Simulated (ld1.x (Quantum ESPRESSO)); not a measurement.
La (Z = 57): excitation energies, all-electron against TM

| Quantity | Value |
| --- | --- |
| Element | La |
| Generator | ld1.x (Quantum ESPRESSO) 7.5 |
| Type | norm-conserving Troullier–Martins (Kleinman–Bylander form) |
| Functional | PBE |
| Relativity | scalar-relativistic |
| Frozen core | [Kr] 4d10 |
| Valence charge | 11 |
| Reference configuration | 4f0 5s2 5p6 5d1 6s1.5 6p0 (charge +0.5) |
| Partial waves | 5p (bound): rc 2.50 bohr; 5d (bound): rc 3.70 bohr; 4f (bound, empty): rc 1.35 bohr; 5s (bound): rc 1.50 bohr |
| Local potential | the s channel |
| Core correction | none |

Occupied shells without a wave of their own: 6s. They enter only through the test configuration that unscreens the potential.

Energies are relative to the spin-unpolarised reference configuration 4f0 5s2 5p6 5d1 6s1.5 6p0; without spin polarisation the order of configurations can differ from experiment.

(1) Give the all-electron excitation energy and the error of the potential for: 4f0 5s2 5p6 5d1 6s2 6p0; 4f0 5s2 5p6 5d1 6s1 6p0; 4f0 5s2 5p6 5d1 6s0 6p0; 4f1 5s2 5p6 5d1 6s0 6p0; 4f0 5s2 5p6 5d1.5 6s1.5 6p0; 4f0 5s2 5p6 5d1 6s0 6p2; 4f0 5s2 5p6 5d1 6s1 6p1.

Answers

(1)

```
      valence configuration  charge  ΔE all-electron (eV)  error AE − PS (meV)
    4f0 5s2 5p6 5d1 6s2 6p0       0                -2.399                  +23
    4f0 5s2 5p6 5d1 6s1 6p0      +1                 3.566                  -30
    4f0 5s2 5p6 5d1 6s0 6p0      +2                14.455                 -121
    4f1 5s2 5p6 5d1 6s0 6p0      +1                 4.529                 +500
4f0 5s2 5p6 5d1.5 6s1.5 6p0       0                -2.052                 -0.4
    4f0 5s2 5p6 5d1 6s0 6p2       0                 2.447                  -28
    4f0 5s2 5p6 5d1 6s1 6p1       0                -0.022                 -2.0
```

The 6s level has no wave, so the channel is fitted at the deeper level alone: the likely source of the large errors.
